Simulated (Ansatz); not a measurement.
Consider the ligand exchange at a Zn–O bond: `FC[O][ZnH]` + `O[SiH3]` → `[SiH3][O][ZnH]` + `OCF`.

Gas-phase electronic energies from Ansatz, PBE0-D4/def2-TZVP geometries. CCSD(T)/CBS adds triple-zeta CCSD(T) − MP2 to the extrapolated MP2 energy (def2 sets, frozen cores). DFT in def2-TZVPP. For Zn outer-core shells are correlated without core-valence functions, which leaves a few kJ/mol of doubt a bond. Scalar relativity is left out up to krypton. Each species was taken in one conformer, which may not be the lowest.

| level | ΔE (kJ/mol) | difference from CCSD(T)/CBS |
| --- | --- | --- |
| r2SCAN-D4 | -8.1 | 3.9 |
| ωB97X-V | -10.3 | 1.7 |
| ωB97M-V | -9.2 | 2.8 |
| PBE | -8.9 | 3.1 |
| PBE0 | -11.4 | 0.6 |
| MP2/def2-TZVPP | -13.9 | -1.9 |
| CCSD/def2-TZVPP | -13.4 | -1.4 |
| HF/CBS(def2) | -17.5 | -5.5 |
| MP2/CBS(def2) | -13.9 | -1.9 |
| CCSD/CBS(def2) | -13.4 | -1.4 |
| CCSD(T)/CBS | -12.0 | 0 |

Largest T1 diagnostic among the species: 0.016.
